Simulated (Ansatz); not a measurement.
`CC[SiH](F)F` → `CCF` + `F[SiH]` at 500 K and 1 bar (silylene formation by 1,1-elimination).

Calculated with Ansatz (gas phase, PBE0-D4/def2-TZVP geometries, no zero-point term in ΔE). CCSD(T)/CBS adds triple-zeta CCSD(T) − MP2 to the extrapolated MP2 energy (def2 sets, frozen cores). This one scheme is used for every species. One conformer a species, not always the lowest.

```tsv
species	CCSD(T)/CBS energy (Eh)	H − E (kJ/mol)	S (J/(mol·K))
`CC[SiH](F)F`	-568.53263	256.2	401.9
`CCF`	-178.90141	205.5	299.6
`F[SiH]`	-389.46371	40.7	260.3
```

H − E and S are ideal-gas, rigid-rotor, harmonic terms from PBE0-D4/def2-TZVP, for one conformer and one mirror image of each species. 1 Eh = 2625.50 kJ/mol, R = 8.31446 J/(mol·K).

Task: By hand: ΔE, ΔH, ΔS and ΔG.

Result: ΔE = (-178.90141) + (-389.46371) − (-568.53263) = 0.16751 Eh = 439.8 kJ/mol. Δ(H − E) = 205.5 + 40.7 − 256.2 = -10.0, so ΔH = 429.8 kJ/mol. ΔS = 299.6 + 260.3 − 401.9 = 158.0 J/(mol·K). ΔG = 429.8 − 500 × (158.0)/1000 = 350.8 kJ/mol.

Task: By hand: the equilibrium constant, and the temperature at which ΔG would vanish if ΔH and ΔS stayed fixed.

Result: log₁₀ K = −ΔG/(RT ln 10) = -36.6. ΔG = 0 at ΔH/ΔS = 2720 K, far beyond where these terms or the molecules hold.

The number of gas molecules changes by +1, which sets the sign of ΔS. A doubt of 5 kJ/mol in ΔE shifts log₁₀ K by 0.5 here. Other conformers and mirror images would add mixing entropy, several J/(mol·K) or more a flexible species. These are equilibria of isolated gas molecules and say nothing of rates. Largest T1 diagnostic: 0.015 (customary marks: 0.02 for closed shells, 0.045 for open ones).
